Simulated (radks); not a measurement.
Question: All-electron atom: V3+ in [Ar] 3d1 4d1 (not the ground configuration). All-electron calculation, non-relativistic Kohn-Sham, BLYP, spin-polarised, spherical densities, point nucleus; open shells are filled with parallel spins first. Program: a radial shooting solver on a logarithmic mesh with Libxc functionals. Some entries of the table are withheld. Estimate them.

orbital,occ.,eigenvalue (hartree),<1/r> (bohr^-1)
1s down,1,-197.4902,22.52
1s up,1,-197.4901,22.52
2s up,1,-23.62905,4.733
2s down,1,-23.60872,4.736
2p up,3,(1),4.675
2p down,3,(2),4.678
3s up,1,-4.16698,1.513
3s down,1,-4.11621,1.510
3p up,3,-3.21968,(3)
3p down,3,-3.17052,(4)
3d up,1,-1.72726,1.159
3d down,0,-1.68158,1.150
4d up,1,-0.63543,0.3910

Answer: 
(1) 2p up eigenvalue (hartree): -20.20700
(2) 2p down eigenvalue (hartree): -20.19144
(3) 3p up <1/r> (bohr^-1): 1.406
(4) 3p down <1/r> (bohr^-1): 1.402
